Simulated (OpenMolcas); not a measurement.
**Fe V: Racah parameters, the spin-orbit constant, worked from levels**

```
Program             : OpenMolcas
Basis               : ANO-RCC-VTZP [6s5p3d2f1g]
Scalar Hamiltonian  : DKH2, point nucleus
Active space        : 4 electrons in 5 orbitals (3d)
State averaging     : 2S+1 = 5 even, 5 roots; 2S+1 = 3 even, 45 roots; 2S+1 = 1 even, 50 roots
Spin-orbit coupling : RASSI with atomic mean-field integrals over the reference wave functions, term energies averaged over their components
```

Methods: CASSCF; MS-CASPT2, IPEA 0.25 Eh, imaginary shift 0.1 Eh (closed shells correlated: 3s 3p). Measured levels: Corliss and Sugar, J. Phys. Chem. Ref. Data 11, 135 (1982).

**Racah parameters.** Above 5D, d4 has 3G at 9B + 4C, 3H at 4B + 4C and 3D at 16B + 4C. The first two fix B and C, and the third tests them; where it misses by thousands of cm-1, two parameters do not describe the configuration (Trees and configuration-interaction terms are left out) and B and C hang on the terms chosen. Term energies are centres of gravity, weighted by 2J + 1.

```
   Source     3G     3H     B     C   C/B  3D from B, C  3D found
   CASSCF  33758  26634  1425  5234  3.67         43736     43351
MS-CASPT2  30125  24932  1039  5194  5.00         37400     36956
 measured  29390  24478   982  5137  5.23         36260     35945
```

Energies in cm-1. From CASSCF to MS-CASPT2, B changes by -27.1 % and C by -0.8 %. Against the measured terms, MS-CASPT2 has B off by +5.8 % and C by +1.1 %.

**The spin-orbit constant.** For the Hund term 5D of d4, E(J) = (A/2) J(J+1) + constant and ζ = 2S·A = 4A. From J = 0 to J = 4 the energy changes by 10 A.

```
   Source  E(4) - E(0)      A    ζ
   CASSCF       1405.9  140.6  562
MS-CASPT2       1411.1  141.1  564
 measured       1282.8  128.3  513
```

All in cm-1. MS-CASPT2 is off by +10.0 % and CASSCF by +9.6 %. Both methods take the spin-orbit matrix elements from the reference wave functions, so the second can move ζ only through the term energies and any multistate remixing. Second-order mixing with other terms is absorbed into this ζ.

CASPT2 does not keep the components of a term degenerate, so their means are used; among the terms shown or strongly mixed into the levels shown the widest spread is 400 cm-1 (3d4 3H, MS-CASPT2). Without dynamic correlation excited terms often stand tens of per cent too high (terms of higher spin than the ground term too low), and those without a measured partner can miss by more than the paired ones (holds for CASSCF). Measured partners are found by configuration, term and J. A level has none where our copy of the source lacks it or the pairing is in doubt (some pairs that miss far off the trend of their configuration count as doubtful), and it then counts in no deviation. Only configurations of the active space appear.
